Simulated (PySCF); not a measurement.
BrClGaHO. Atoms are numbered in the order given.

```xyz
5

Ga     0.3292     0.4910     0.0000
Cl    -1.1469     2.0335     0.0000
Br    -0.2648    -1.6843     0.0000
O      2.0443     0.9119     0.0000
H      2.2060     1.8625     0.0000
```
Charge 0, spin multiplicity 1.

The structure is a stationary point at PBE0-D3(BJ)/def2-SVP. The structure was generated by enumeration; whether it is a known compound was not checked. One conformer was computed; it need not be the lowest.

Computed with PBE0-D3(BJ)/def2-SVP run with PySCF 2.14.0.

Frequencies are harmonic and unscaled.

```tsv
mode	ν (cm⁻¹)	IR (km/mol)	moving atoms (share of kinetic energy)
1	106	3.3	Cl 44 %, Ga 26 %, Br 23 %
2	151	11.0	Ga 54 %, O 28 %, Cl 10 %
3	160	18.0	O 63 %, Cl 11 %, H 10 %, Br 9 %
4	310	22.8	Br 47 %, Ga 34 %, Cl 13 %
5	350	119.2	H 91 %, O 9 %
6	440	67.2	Cl 59 %, Ga 38 %
7	736	103.8	O 79 %, Ga 20 %
8	828	88.9	H 91 %
9	3898	106.0	H 94 %
```
